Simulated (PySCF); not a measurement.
Al(I)(OH)(OMe) (CH₄AlIO₂), SMILES C[O][Al]([OH])[I].

Geometry: PBE-D3(BJ)/def2-SVP. The structure was generated by enumeration; whether it is a known compound was not checked. The def2 effective core potentials stand for the cores of I; spin–orbit coupling is left out. One conformer was computed; it need not be the lowest.

Level of theory: PBE-D3(BJ)/def2-SVP (PySCF).

Frequencies are harmonic and unscaled.

```csv
mode,ν (cm⁻¹),IR (km/mol),moving atoms (share of kinetic energy)
1,74,2.8,"C 49 %, H 22 %, I 15 %, Al 8 %"
2,85,0.0,H 99 %
3,95,2.1,"O 58 %, H 20 %, C 17 %"
4,164,4.4,"O 67 %, H 12 %, I 11 %, Al 8 %"
5,217,19.1,"Al 66 %, O 26 %"
6,229,12.9,"O 65 %, H 10 %, Al 9 %, I 9 %"
7,319,135.3,"H 86 %, O 12 %"
8,330,59.0,"Al 47 %, O 23 %, I 14 %, H 9 %"
9,586,135.5,"H 65 %, O 30 %"
10,706,161.9,"Al 41 %, O 25 %, H 19 %, C 15 %"
11,888,67.7,"Al 45 %, O 43 %"
12,1138,58.1,"H 63 %, C 24 %, O 12 %"
13,1145,0.0,"H 77 %, C 19 %"
14,1198,250.4,"O 52 %, C 31 %, H 13 %"
15,1421,1.0,H 97 %
16,1426,1.0,H 96 %
17,1430,13.1,"H 89 %, C 9 %"
18,2917,92.7,H 97 %
19,2995,37.6,"H 90 %, C 10 %"
20,3005,33.2,"H 90 %, C 10 %"
21,3800,92.6,H 94 %
```
